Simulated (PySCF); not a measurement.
## How methods differ on the ionisation energy of Cu(10+)

Cu(10+) [Ar] 3d1 [3d3/2^1, M_J = 3/2] → Cu(11+) [Ar], as a difference of total energies. Calculation: PySCF 2.14, in an even-tempered Gaussian basis (17 s from 0.64 bohr⁻², ratio 2.8; 12 p from 0.83 bohr⁻², ratio 2.8; 8 d from 0.83 bohr⁻², ratio 2.8; 4 f from 2.4 bohr⁻², ratio 3); the two-component X2C-1e Hamiltonian. Correlated levels: [Ne] frozen; the 76 highest virtual spinors dropped. "Screened" scales the spin-orbit matrix elements by Boettger's factors to mimic the two-electron term; Breit and QED terms are absent.

```
                    method  ionisation energy (eV)
           GHF (spin-free)                  264.54
          GMP2 (spin-free)                  264.83
 GHF (screened spin-orbit)                  264.83
GMP2 (screened spin-orbit)                  265.14
```

**Question.** How much does correlation contribute at GMP2 (screened spin-orbit)?

**Answer.** 265.14 − (264.83) = 0.31 eV, measured against GHF (screened spin-orbit).

For comparison: 265.33 ± 0.25 eV (measured; NIST Atomic Spectra Database, ionization energies).
